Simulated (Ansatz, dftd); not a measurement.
Reaction: Si2H5Cl (chloro(silyl)silane, SMILES [SiH3][SiH2]Cl) → Si2H4Cl (SMILES [SiH2][SiH2]Cl, doublet) + H (doublet) (the H-Si bond breaks)
Each species at its own B3LYP-D3(BJ)/def2-TZVP minimum (Ansatz, an electronic-structure program).

Quantity: bond dissociation energy (electronic), in kcal/mol. UHF or UKS for unpaired electrons; spin-orbit terms are left out. Cores are frozen in correlated methods. Rows without X2C or -DK are non-relativistic. CBS(X,Y): correlation extrapolated as X^-3, Hartree-Fock from the larger set. A bracket is a step between two methods taken in the basis named. The functionals are non-relativistic, so their misses hold any scalar relativity. Double hybrids freeze cores in their MP2 part. '+ core + X2C': CCSD(T) terms for core correlation (cc-pwCVTZ, 1s frozen past Ne) and scalar relativity (cc-pVTZ-DK). For partners of very few electrons the exact lower level stands in for a higher one.

Compared with CCSD(T)/CBS(cc-pV(T+d)Z,cc-pV(Q+d)Z) + [CCSDT(Q) - CCSD(T)]/cc-pV(D+d)Z + core + X2C (Ansatz): 93.7 kcal/mol.

Costs are rough ratios of core time, to one figure, on one kind of shared machine, summed over the single points of the molecules; atoms, geometries and frequencies are left out. The first row took roughly 10 core seconds; short runs hold start-up time.

| level | program | cost relative to the first row | difference (kcal/mol) |
|---|---|---|---|
| PBE0/def2-TZVPD | Ansatz | 1 | -4.9 |
| B3LYP/def2-TZVPD | Ansatz | 1 | -1.6 |
| CAM-B3LYP-D4/def2-TZVPD | Ansatz + dftd4 | 1 | -0.7 |
| CAM-B3LYP/def2-TZVPD | Ansatz | 1 | -0.8 |
| B2GP-PLYP-D3(BJ)/def2-TZVPD | Ansatz + dftd3 | 2 | -2.3 |
| B2GP-PLYP/def2-TZVPD | Ansatz | 2 | -2.2 |
| CCSDT(Q)/cc-pV(D+d)Z | Ansatz | 300 | -4.4 |

The dearest row costs roughly 300 times the first. Costs within a factor of two don't rank. The table holds for this case alone.
